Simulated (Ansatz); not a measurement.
A nudged elastic band was laid between two geometries of FGe2H5 + H2S (11 atoms, charge 0, multiplicity 1).

All numbers below come from RHF/def2-SVP in Ansatz.

```yaml
movable_images: 7
climbing_image: yes
spring: 5.0 eV/Å²
optimiser: quadratic models (default)
start_path: through a guess of the saddle point
force_threshold: 0.05 eV/Å
iteration_limit: 60
end_points: relaxed
```

Initial state:

```xyz
11
Properties=species:S:1:pos:R:3
Ge -0.285 0.378 -0.320
F 0.598 -0.025 1.135
H 0.744 1.041 -1.240
H -1.340 1.395 0.125
Ge -1.236 -1.701 -1.216
H -2.054 -2.405 -0.132
H -2.166 -1.309 -2.375
H -0.130 -2.615 -1.743
S 1.261 -3.451 1.742
H 0.303 -3.615 2.657
H 1.271 -2.119 1.844
```

Final state:

```xyz
11
Properties=species:S:1:pos:R:3
Ge 0.520 -0.409 -0.316
F -1.442 -1.145 2.490
H 1.545 -0.079 -1.407
H 0.045 0.886 0.340
Ge -1.311 -1.807 -1.180
H -1.943 -2.613 -0.047
H -2.362 -0.912 -1.848
H -0.734 -2.767 -2.231
S 1.602 -1.486 1.370
H 1.612 -2.704 0.821
H -0.568 -1.388 2.483
```

(1) Which bonds break or form, and what moves?

(2) Give the energies along the band, and the barrier.

(3) What is the geometry of the highest image?

The band took 28 iterations and about 11 core-minutes.

Answers

(1) Bonds broken: Ge1–F2, S9–H11. Bonds formed: Ge1–S9, F2–H11. FGe2H5 + H2S becomes FH + Ge2H6S.

(2) The run converged. The highest image is number 5 of 0 to 8, 196.2 kJ/mol above the first end and 180.0 kJ/mol above the last; the last end lies 16.2 kJ/mol above the first. Neighbouring images differ by up to 1.7 eV, so the band resolves the path poorly. A vibrational analysis at the climbing image gives one clearly imaginary mode, 394i cm⁻¹: a first-order saddle point. The orbitals stay closed-shell, which can raise the energy where a bond breaks towards radicals; this wasn't checked here.

```
image  path coordinate (Å)  energy (kJ/mol)  Ge1–F2 (Å)  S9–H11 (Å)  Ge1–S9 (Å)
    0                 0.00              0.0        1.75        1.34        4.62
    1                 0.80              0.6        1.75        1.33        4.44
    2                 1.59              1.2        1.75        1.33        4.17
    3                 2.39              3.7        1.75        1.33        3.79
    4                 3.18             43.6        1.78        1.35        3.24
    5                 3.98            196.2        2.07        1.80        2.82
    6                 5.58             36.1        3.23        2.22        2.30
    7                 7.19             19.5        3.72        2.42        2.28
    8                 8.79             16.2        3.50        2.44        2.27
```

(3) 
```xyz
11
Properties=species:S:1:pos:R:3:forces:R:3
Ge -0.030 -0.218 -0.111 -0.01 0.00 -0.03
F 0.153 -0.097 1.944 0.00 0.01 0.04
H 1.312 0.212 -0.683 0.00 0.00 0.00
H -0.889 1.042 0.103 0.00 0.00 0.00
Ge -1.363 -1.988 -1.160 0.00 0.00 0.00
H -2.088 -2.749 -0.048 0.00 0.00 0.00
H -2.398 -1.337 -2.090 0.00 0.00 0.00
H -0.441 -2.914 -1.948 0.00 0.00 0.00
S 1.470 -2.287 1.088 -0.01 0.00 0.01
H 0.500 -3.164 1.373 0.00 0.00 0.00
H 0.739 -0.924 2.007 0.01 -0.01 -0.02
```

Run time: 3.3 min on 4 threads of Intel(R) Xeon(R) 6975P-C (Granite Rapids) (shared host), peak memory 0.41 GiB.
